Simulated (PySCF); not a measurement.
# Ag²⁺: ionisation energy

Ag²⁺ [Kr] 4d9 [4d3/2^4 4d5/2^5, M_J = 5/2] → Ag³⁺ [Kr] 4d8 [4d3/2^4 4d5/2^4, M_J = 4], as a difference of total energies. Computed with PySCF 2.14 in x2c-TZVPall-2c (8s9p7d1f, 77 functions), with the two-component X2C-1e Hamiltonian. Correlated levels: [Ar] 3d10 frozen; the 6 highest virtual spinors dropped. "Screened" scales the spin-orbit matrix elements by Boettger's factors to mimic the two-electron term; Breit and QED terms are absent.

```tsv
method	ionisation energy (eV)
GHF (spin-free)	33.050
GMP2 (spin-free)	34.349
GHF (screened spin-orbit)	32.882
GMP2 (screened spin-orbit)	34.175
```

The spin-free rows relax to the high-spin LS determinant and lack the spin-orbit shift.

Errors of the correlated levels include the incompleteness of this basis and the frozen core.

The labels give the starting determinants; with spin-orbit coupling the two ends relaxed to ⟨J²⟩ = 8.76, ⟨L²⟩ = 6.02, ⟨S²⟩ = 0.77 and ⟨J²⟩ = 20.01, ⟨L²⟩ = 12.08, ⟨S²⟩ = 2.00.

**Question.** Which method comes closest to the reference value, and which is furthest?

**Answer.** The reference is 34.8 ± 0.3 eV (semi-empirical (NIST evaluation); NIST Atomic Spectra Database, ionization energies). Closest: GMP2 (spin-free) (error -0.451 eV); furthest: GHF (screened spin-orbit) (error -1.918 eV).
